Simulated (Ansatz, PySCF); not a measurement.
Species: sum formula BClF (charge 0, doublet). It need not be the lowest isomer of its formula. SMILES: F[B]Cl
Geometry from a B3LYP-D3(BJ)/def2-TZVP (Ansatz, a first-principles code) optimisation:
```
B
F 1 1.3038
Cl 1 1.7458 2 122.88
```
Charge 0, spin multiplicity 2.

Wanted: atomisation energy (electronic, to ground-state atoms), in kcal/mol. Correlated levels leave the core frozen unless marked. UHF or UKS for open shells. Spin-orbit coupling is left out. Non-relativistic. The coupled-cluster limit lacks core correlation, which all-electron functionals hold. Basis-set limits of correlation are two-point, X^-3; Hartree-Fock from the larger set.

```tsv
level	program	atomisation energy (kcal/mol)
PBE-D3(BJ)/def2-TZVPD	Ansatz + dftd3	263.6
PBE-D4/def2-TZVPD	Ansatz + dftd4	263.7
MN15/def2-TZVPD	PySCF	258.8
HSE06/def2-TZVPD	Ansatz	254.4
```

Q: Predict the CCSD(T)/CBS(cc-pV(T+d)Z,cc-pV(Q+d)Z) result (Ansatz).

A: 248.3 kcal/mol
